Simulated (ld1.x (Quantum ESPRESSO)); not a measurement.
Values are calculated unless marked as measured or tabulated.
Potentials for indium (In) compared

Generated with ld1.x 7.5 (TM, RRKJ, ultrasoft, PAW), atompaw 4.2 or ONCVPSP 4.0.1. The cutoff is in Ry: for ld1.x and atompaw files where the sum of valence levels is converged to 10 mRy in a Bessel basis, for ONCV files where the hardest occupied wave has 1 mHa per electron of residual kinetic energy. The error is the largest all-electron minus pseudo excitation energy over each file’s own four to seven test configurations (ionisations up to +4, promotions, holes and added fractions of an electron), all of which were solved. The labels leave out finer settings (local radius, basis sizes, second energies), which also bear on the numbers. Spin-polarised tests are not counted. The rows are a selection from randomly drawn settings: files with unsolved tests, undetermined cutoffs or missed reference levels are left out.

A true bound ghost makes a file unfit for plane-wave use even where its test errors are small: the radial tests pick states by their node count and pass the ghost by.

| potential | cutoff (Ry) | largest error (meV) | bound ghosts |
| --- | --- | --- | --- |
| PAW, PBE, scalar-relativistic, rc 2.25/2.30/1.15 (spd), local smoothed, core correction yes, reference 4d10 5s1 5p0 | 90 | -210 | s |
| ultrasoft, PBE, scalar-relativistic, rc 2.35/2.75/1.20 (spd), local smoothed, core correction yes, reference 4d10 5s2 5p1 | 80 | -75 | none |
| TM, PW91, scalar-relativistic, rc 1.90/3.10/3.30 (spd), local smoothed, core correction yes, reference 5s2 5p1 | 18 | -229 | none |

(1) Fill in the row for In: PAW, Wu–Cohen, scalar-relativistic, rc 2.10/2.55/1.80 (spd), local smoothed, core correction yes, reference 4d10 5s2 5p1.

(2) Fill in the row for In: TM, PBE, scalar-relativistic, rc 2.25/2.50/1.70 (spd), local s, core correction yes, reference 4d10 5s2 5p1.

(3) Fill in the row for In: ultrasoft, PBE, scalar-relativistic, rc 2.25/2.80 (sp), local smoothed, core correction yes, reference 5s2 5p1.

Results:

(1) cutoff 35 Ry, largest error -304 meV, bound ghosts: s.

(2) cutoff 70 Ry, largest error -292 meV, bound ghosts: none.

(3) cutoff 6 Ry, largest error -221 meV, bound ghosts: none.
